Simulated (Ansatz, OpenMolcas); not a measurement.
**Worked example: the enthalpy of formation of GaCl (SMILES [Cl][Ga])**

The species is GaCl (2 atoms), meant as a singlet with charge 0. SMILES: `[Cl][Ga]`. Geometry: relaxed at PBE0-D4/def2-TZVP.

```xyz
2

Cl    0.0000    0.0000   -0.0236
Ga    0.0000    0.0000    2.1922
```

Total energies at HF/cc-pVTZ (OpenMolcas 26.06); the atoms run unrestricted:

| species | state | energy (Eh) |
| --- | --- | --- |
| GaCl | singlet | -2382.879939 |
| Cl | doublet | -459.485434 |
| Ga | doublet | -1923.261888 |

Harmonic wavenumbers at PBE0-D4/def2-TZVP, in cm⁻¹: 364.

Measured heats of formation of the gaseous atoms at 298.15 K, in kJ/mol: Cl 121.3, Ga 272.0. Spin-orbit lowering of the atoms at 298 K (mean of the ground term's levels less their thermal mean, from spectra), in kJ/mol: Cl 3.44, Ga 6.24. Take 1 Eh = 2625.50 kJ/mol, 1 cm⁻¹ = 0.0119627 kJ/mol, RT = 2.479 kJ/mol.

Task: Work out the heat of formation of the gas at 298 K.

Result: 
1. Electronic atomisation energy: (-459.485434) + (-1923.261888) − (-2382.879939) = 0.132617 Eh = 348.2 kJ/mol.
2. Zero-point energy: half the sum of the wavenumbers, 182 cm⁻¹ = 2.2 kJ/mol.
3. Thermal vibrational enthalpy, Σ hcν̃/(exp(hcν̃/kT) − 1): 0.9 kJ/mol. Translation, rotation and pV of a linear molecule: 3.5 RT = 8.7 kJ/mol.
4. The 2 free atoms carry 5/2 RT each: 12.4 kJ/mol.
5. Spin-orbit coupling lowers the free atoms by 3.44 + 6.24 = 9.7 kJ/mol.
6. Atomisation enthalpy at 298 K: 348.2 − 9.7 − 2.2 − 0.9 − 8.7 + 12.4 = 339.1 kJ/mol.
7. Sum of the atoms' heats of formation: 393.3 kJ/mol. Heat of formation: 393.3 − 339.1 = +54.2 kJ/mol.

No measured value is set beside it here. Hartree–Fock leaves out correlation, which is larger in the molecule than in the atoms, so it underbinds and puts the heat of formation too high. Relativity is left out. Anharmonicity and any spin-orbit splitting of the molecule are left out.
